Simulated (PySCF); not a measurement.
Harmonic spectrum computed at PBE in the def2-SVP basis family (core potentials from Rb on, PySCF, no spin–orbit coupling):

```csv
ω (cm⁻¹),IR (km/mol)
61,25.4
121,2.7
142,0.0
385,22.7
493,114
610,86.1
```

Task: Which molecule gave it? In each, all ligands are bound to the one heavy central atom.
A. MnSCl₂ (quartet)
B. HfSCl₂ (singlet)
C. SnSCl₂ (singlet)
D. TiSCl₂ (singlet)

Result: D. It has Cs symmetry with Ti–Cl 2.205 Å (×2), Ti–S 2.060 Å.
